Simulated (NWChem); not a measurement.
Molecule: CBrClF2; SMILES FC(Br)(F)Cl

Results from NWChem. Geometry: optimised at B3LYP/6-31G* (spherical d). Level: M06-2X/def2-SVP with SMD (1 M gas to 1 M solution), gas-phase geometry.

Question: What does the run give for solvent 1-octanol? Quantities: solvation free energy (kcal/mol); cavity-dispersion-structure term (kcal/mol); dipole in solution (D).

Answer: 
```yaml
solvation free energy (kcal/mol): -1.9
cavity-dispersion-structure term (kcal/mol): -1.7
dipole in solution (D): 0.47
```
